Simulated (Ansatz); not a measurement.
CH₄ClFOSn, SMILES `O[CH2][SnH]([F])[Cl]`. Charge 0, multiplicity 1. Sn takes the def2 core potential. The geometry is a stationary point of PBE0-D4/def2-TZVP. It is one conformer, not always the lowest.

```xyz
9

O     1.506    0.330    0.979
C     0.143   -0.025    0.920
Sn   -0.375   -0.091   -1.160
F    -1.265   -1.772   -1.423
Cl   -2.028    1.481   -1.590
H     1.778    0.377    1.900
H    -0.060   -1.019    1.335
H    -0.512    0.706    1.404
H     0.813    0.013   -2.366
```

**Question.** What is the dipole moment at PBE/def2-TZVPP? (Best estimate.)

**Answer.** The calculation gave: 3.89 D, with components (2.47, 0.55, 2.96) D in this frame, pointing from negative to positive charge.

**Question.** And with r2SCAN, B3LYP, ωB97M-V? (An estimate is asked.)

**Answer.** Ansatz gave: r2SCAN 3.98 D, B3LYP 3.96 D, ωB97M-V 3.93 D.

**Question.** Give the Mulliken charges with PBE, r2SCAN, B3LYP in def2-TZVPP. (Best estimate.)

**Answer.** The calculation gave: 
```tsv
atom	PBE	r2SCAN	B3LYP
O1	-0.30	-0.35	-0.33
C2	-0.31	-0.21	-0.30
Sn3	1.04	1.09	1.13
F4	-0.44	-0.48	-0.49
Cl5	-0.36	-0.38	-0.38
H6	0.19	0.21	0.19
H7	0.14	0.11	0.14
H8	0.13	0.11	0.14
H9	-0.10	-0.10	-0.11
```

B3LYP here is the variant with VWN-RPA as its local correlation; programs differ in this.
